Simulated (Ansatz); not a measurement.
Two isomers of C2H7NSi: A = `C[SiH]1CN1`, B = `C=C[SiH2]N`.

Program: Ansatz. Geometries: PBE0-D4/def2-TZVP. ΔE: electronic, gas phase. CCSD(T)/CBS adds triple-zeta CCSD(T) − MP2 to the extrapolated MP2 energy (def2 sets, frozen cores). DFT in def2-TZVPP. B3LYP here is the variant with VWN-RPA as its local correlation; programs differ in this. Each species was taken in one conformer, which may not be the lowest.

Task: Which is lower in electronic energy at CCSD(T)/CBS, and by how much? (Estimate.)

Result: Computed: B, by 18.9 kcal/mol.

Task: Give E(B) − E(A) in kcal/mol with ωB97M-V, CCSD(T)/def2-TZVPP, B3LYP-D4, HF/def2-TZVPP, PBE0-D4, PBE-D4, B3LYP. (An estimate is asked.)

Result: Ansatz gave: ωB97M-V -16.9, CCSD(T)/def2-TZVPP -19.0, B3LYP-D4 -19.7, HF/def2-TZVPP -26.2, PBE0-D4 -14.2, PBE-D4 -13.6, B3LYP -19.4. None reverses the order clearly.

Task: Does the order hold for the free energy at 298.15 K (harmonic terms from PBE0-D4)? (An estimate is asked.)

Result: Computed: Yes: G(B) − G(A) = -21.2 kcal/mol, for one conformer each.

Largest T1 diagnostic: 0.011.

In def2-TZVPP, CCSD(T) changes the Hartree–Fock value by +7.2 kcal/mol (the triples alone add +0.6 kcal/mol) and MP2 by +9.1 kcal/mol. At CCSD(T), def2-SVP lies −1.3 kcal/mol from the extrapolated value and def2-TZVPP −0.0 kcal/mol.
